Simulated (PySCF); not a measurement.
Calculation: PBE-D3(BJ)/def2-TZVP // PBE0-D3(BJ)/def2-TZVP in PySCF. Gas-phase values, no solvent. Excitations are Tamm–Dancoff values on a coarser integration grid. The basis has no diffuse functions, so Rydberg states are missing or too high.

Reference species (SMILES): `C=C=CF` (neutral, multiplicity 1).

```json
{
  "LUMO": "-1.68 eV",
  "S1–T1 gap (TDA)": "0.45 eV"
}
```

Changed species: `C(#C)CF`.

Q: Give the shifts of the LUMO and S1–T1 gap (TDA).

A: the LUMO goes up by 0.68 eV, to -1.00 eV; the S1–T1 gap (TDA) rises by 0.28 eV, to 0.73 eV.
